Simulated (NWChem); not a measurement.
System: SiHOF, singlet; SMILES F[Si]O

NWChem input:

```
start job
memory heap 200 mb stack 700 mb global 900 mb
geometry units angstroms noautoz
  Si     0.621402     0.012452     0.000000
  F     -0.421107    -1.259105     0.000000
  O     -0.449328     1.276047     0.000000
  H     -1.397858     1.088559     0.000000
end
basis spherical
  Si library 6-31g*
  F library 6-31g*
  O library 6-31g*
  H library 6-31g*
end
dft
  xc becke88 perdew86
  iterations 150
  mulliken
end
task dft energy
```

Excerpt of the output:

```
             Northwest Computational Chemistry Package (NWChem) 7.3.0
             --------------------------------------------------------

 CS  symmetry detected

                             Geometry "geometry" -> ""
                             -------------------------

 Output coordinates in angstroms (scale by  1.889725989 to convert to a.u.)

  No.       Tag          Charge          X              Y              Z
 ---- ---------------- ---------- -------------- -------------- --------------
    1 Si                  14.0000     0.62404027     0.00169647     0.00000000
    2 F                    9.0000    -0.43145856    -1.25909868     0.00000000
    3 O                    8.0000    -0.43367036     1.27620942     0.00000000
    4 H                    1.0000    -1.38407386     1.09846211     0.00000000

 Effective nuclear repulsion energy (a.u.)     100.8521490423

      Symmetry information
      --------------------

 Group name             Cs
 Group number              2
 Group order               2
 No. of unique centers     4

  perdew86 is a nonlocal functional; adding perdew81 local functional.

                                 NWChem DFT Module
                                 -----------------

 Summary of "ao basis" -> "ao basis" (spherical)
 ------------------------------------------------------------------------------
       Tag                 Description            Shells   Functions and Types
 ---------------- ------------------------------  ------  ---------------------
 Si                          6-31g*                  8       18   4s3p1d
 F                           6-31g*                  6       14   3s2p1d
 O                           6-31g*                  6       14   3s2p1d
 H                           6-31g*                  2        2   2s

      Symmetry analysis of basis
      --------------------------

        a'         35
        a"         13

            General Information
            -------------------
          SCF calculation type: DFT
          Wavefunction type:  closed shell.
          No. of atoms     :     4
          No. of electrons :    32
           Alpha electrons :    16
            Beta electrons :    16
          Charge           :     0
          Spin multiplicity:     1
          Use of symmetry is: on ; symmetry adaption is: on
          Maximum number of iterations: 150
          AO basis - number of functions:    48
                     number of shells:    22
          Convergence on energy requested:  1.00D-06
          Convergence on density requested:  1.00D-05
          Convergence on gradient requested:  5.00D-04

              XC Information
              --------------
                    Becke 1988 Exchange Functional  1.000
                Perdew 1981 Correlation Functional  1.000 local
                Perdew 1986 Correlation Functional  1.000 non-local

             Grid Information
             ----------------
          Grid used for XC integration:  medium
          Radial quadrature: Mura-Knowles
          Angular quadrature: Lebedev.
          Tag              B.-S. Rad. Rad. Pts. Rad. Cut. Ang. Pts.
          ---              ---------- --------- --------- ---------
          Si                  1.10       88           8.0       590
          F                   0.50       49           7.0       434
          O                   0.60       49           7.0       434
          H                   0.35       45           8.0       434
          Grid pruning is: on
          Number of quadrature shells:   231
          Spatial weights used:  Erf1

      Superposition of Atomic Density Guess
      -------------------------------------

 Sum of atomic energies:        -463.44222432

      Non-variational initial energy
      ------------------------------

 Total energy =    -463.815623
 1-e energy   =    -843.802699
 2-e energy   =     279.134927
 HOMO         =      -0.301320
 LUMO         =      -0.018171

      Symmetry analysis of molecular orbitals - initial
      -------------------------------------------------

  Numbering of irreducible representations:

     1 a'          2 a"

  Orbital symmetries:

     1 a'          2 a'          3 a'          4 a'          5 a'
     6 a'          7 a"          8 a'          9 a'         10 a'
    11 a'         12 a'         13 a"         14 a'         15 a"
    16 a'         17 a"         18 a'         19 a'         20 a'
    21 a'         22 a"         23 a'         24 a'         25 a'
    26 a"

     ---------------------------------------------
      Total Density - Mulliken Population Analysis
     ---------------------------------------------

    Atom       Charge   Shell Charges
 -----------   ------   -------------------------------------------------------
    1 Si  14    12.86   2.00  2.00  5.97  1.11  0.72  0.74  0.19  0.14
    2 F    9     9.65   2.00  0.96  3.48  1.00  2.21  0.01
    3 O    8     9.03   2.00  0.94  3.14  0.89  2.05  0.01
    4 H    1     0.46   0.35  0.11

   convergence    iter        energy       DeltaE   RMS-Dens  Diis-err
 ---------------- ----- ----------------- --------- --------- ---------
 d= 0,ls=0.0,diis     1   -465.1314875682 -5.66D+02  3.29D-02  8.33D-01
 d= 0,ls=0.0,diis     2   -464.7975372163  3.34D-01  2.11D-02  4.28D+00
 d= 0,ls=0.0,diis     3   -465.2234101445 -4.26D-01  2.69D-03  1.76D-02
 d= 0,ls=0.0,diis     4   -465.2235514408 -1.41D-04  1.63D-03  1.88D-02
 d= 0,ls=0.0,diis     5   -465.2252455044 -1.69D-03  4.31D-04  1.57D-03
  Resetting Diis
 d= 0,ls=0.0,diis     6   -465.2253932777 -1.48D-04  8.09D-05  8.19D-06
 d= 0,ls=0.0,diis     7   -465.2253947104 -1.43D-06  3.62D-05  5.62D-07
 d= 0,ls=0.0,diis     8   -465.2253946524  5.80D-08  1.81D-05  2.31D-06
 d= 0,ls=0.0,diis     9   -465.2253947988 -1.46D-07  4.60D-06  6.88D-08

         Total DFT energy =     -465.225394798832
      One electron energy =     -845.758068841077
           Coulomb energy =      320.080167485606
    Exchange-Corr. energy =      -40.399642485665
 Nuclear repulsion energy =      100.852149042303

 Numeric. integr. density =       31.999998572606

                  Occupations of the irreducible representations
                  ----------------------------------------------

                     irrep           alpha         beta
                     --------     --------     --------
                     a'               13.0         13.0
                     a"                3.0          3.0

                       DFT Final Molecular Orbital Analysis
                       ------------------------------------

 Vector   14  Occ=2.000000D+00  E=-3.137588D-01  Symmetry=a'
              MO Center= -3.5D-01,  5.2D-01,  9.1D-16, r^2= 2.2D+00
   Bfn.  Coefficient  Atom+Function         Bfn.  Coefficient  Atom+Function
  ----- ------------  ---------------      ----- ------------  ---------------
    36      0.491809  3 O  py                22      0.370509  2 F  py
    40      0.335674  3 O  py                26      0.253533  2 F  py
    38      0.170933  3 O  s                  6     -0.161816  1 Si s
    34      0.106463  3 O  s                 35      0.104679  3 O  px
    12      0.089010  1 Si py                47     -0.086049  4 H  s

 Vector   15  Occ=2.000000D+00  E=-3.071556D-01  Symmetry=a"
              MO Center= -3.8D-01,  9.2D-01, -1.4D-16, r^2= 1.3D+00
   Bfn.  Coefficient  Atom+Function         Bfn.  Coefficient  Atom+Function
  ----- ------------  ---------------      ----- ------------  ---------------
    37      0.577183  3 O  pz                41      0.436823  3 O  pz
    23     -0.231400  2 F  pz                27     -0.175135  2 F  pz
     9      0.132987  1 Si pz                15      0.059672  1 Si d -1
    13      0.059302  1 Si pz                 5     -0.055737  1 Si pz

 Vector   16  Occ=2.000000D+00  E=-2.405340D-01  Symmetry=a'
              MO Center=  8.6D-01,  2.9D-03, -2.6D-15, r^2= 2.2D+00
   Bfn.  Coefficient  Atom+Function         Bfn.  Coefficient  Atom+Function
  ----- ------------  ---------------      ----- ------------  ---------------
    10      0.470254  1 Si s                  6      0.433909  1 Si s
     7      0.364405  1 Si px                21     -0.257109  2 F  px
     2     -0.207715  1 Si s                 25     -0.193886  2 F  px
    36      0.187884  3 O  py                38     -0.172718  3 O  s
     3     -0.147130  1 Si px                40      0.128718  3 O  py

 Vector   17  Occ=0.000000D+00  E=-8.350646D-02  Symmetry=a"
              MO Center=  5.7D-01,  2.8D-02, -5.3D-16, r^2= 2.6D+00
   Bfn.  Coefficient  Atom+Function         Bfn.  Coefficient  Atom+Function
  ----- ------------  ---------------      ----- ------------  ---------------
     9      0.629073  1 Si pz                13      0.493825  1 Si pz
    37     -0.257169  3 O  pz                41     -0.252305  3 O  pz
     5     -0.218367  1 Si pz                23     -0.211763  2 F  pz
    27     -0.188596  2 F  pz                17     -0.042999  1 Si d  1

 Vector   18  Occ=0.000000D+00  E=-3.748368D-04  Symmetry=a'
              MO Center=  5.3D-01,  1.4D-01, -5.1D-16, r^2= 4.0D+00
   Bfn.  Coefficient  Atom+Function         Bfn.  Coefficient  Atom+Function
  ----- ------------  ---------------      ----- ------------  ---------------
    12      0.768680  1 Si py                38     -0.650171  3 O  s
     8      0.457581  1 Si py                48      0.414584  4 H  s
    24      0.294967  2 F  s                 21      0.180575  2 F  px
    25      0.164739  2 F  px                 4     -0.158922  1 Si py
    47      0.139197  4 H  s                 34     -0.137870  3 O  s

[...]
```

Level: BP86/6-31G* (spherical d). Low-valent species are run as closed-shell singlets; no triplet was tried in these runs. Geometry: optimised at PBE0/def2-SVP.
